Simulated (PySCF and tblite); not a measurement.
Values are calculated unless marked as measured or tabulated.
System: C₅H₇N₃, numbered as in [CH3:1][NH:2][c:3]1[cH:4][n:5][cH:6][n:7][cH:8]1.

Motion: rotation about the C3–N2 bond (torsion C4–C3–N2–C1 from -14° to 166°, rising). GFN2-xTB gives an electronic barrier of 9.8 kcal/mol.

revPBE/pcSseg-1 + D3(BJ) on GFN2-xTB geometries gives 8.1 kcal/mol and k(298 K) = 8×10⁶ s⁻¹.

(1) What does OPBE/pcSseg-1 + D3(BJ) give on GFN2-xTB geometries?

(2) At the first level the ¹³C lines of C4 / C8 span 456 Hz and merge at 180 K (250 MHz). What does the second level predict?

Programs: tblite and PySCF.

Answers

(1) A barrier of 8.9 kcal/mol, 0.8 above the first DFT barrier (from unrounded values) and, with GFN2-xTB thermal terms, ΔG‡(298 K) = 9.3 kcal/mol and k = 1.9×10⁶ s⁻¹ (2 equivalent paths).

(2) A span of 416 Hz and merging at 198 K.
